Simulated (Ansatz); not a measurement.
Reaction (ligand exchange at a Ge–C bond): `N[C](=O)[GeH2][OH]` + `C[SeH]` → `C[Se][GeH2][OH]` + `NC=O`

Calculated with Ansatz (gas phase, PBE0-D4/def2-TZVP geometries, no zero-point term in ΔE). CCSD(T)/CBS adds triple-zeta CCSD(T) − MP2 to the extrapolated MP2 energy (def2 sets, frozen cores). This one scheme is used for every species. Functionals use def2-TZVPP. B3LYP here is the variant with VWN-RPA as its local correlation; programs differ in this. For Ge, Se outer-core shells are correlated without core-valence functions, which leaves a few kJ/mol of doubt a bond. Scalar relativity is left out up to krypton. One conformer a species, not always the lowest.

```csv
level,ΔE (kJ/mol),difference from CCSD(T)/CBS
PBE-D4,-80.7,2.1
PBE0-D4,-84.7,-1.9
B3LYP-D4,-83.4,-0.6
ωB97X-V,-80.4,2.4
ωB97M-V,-80.8,2.0
B2PLYP,-83.1,-0.3
PBE,-79.7,3.1
B3LYP,-81.7,1.1
HF/def2-TZVPP,-93.0,-10.2
SCS-MP2/def2-TZVPP,-85.3,-2.5
CCSD/def2-TZVPP,-81.7,1.1
CCSD(T)/def2-TZVPP,-80.1,2.7
HF/def2-QZVPP,-92.7,-9.9
MP2/def2-QZVPP,-88.1,-5.3
SCS-MP2/def2-QZVPP,-86.5,-3.7
MP2/CBS(def2),-89.4,-6.6
CCSD(T)/CBS,-82.8,0
```

Largest T1 diagnostic among the species: 0.016.

In def2-TZVPP, CCSD(T) changes the Hartree–Fock value by +12.9 kJ/mol (the triples alone add +1.6 kJ/mol) and MP2 by +6.3 kJ/mol. From PBE to PBE0 (25 % exact exchange), in def2-TZVPP and without D4, ΔE moves by −4.0 kJ/mol.
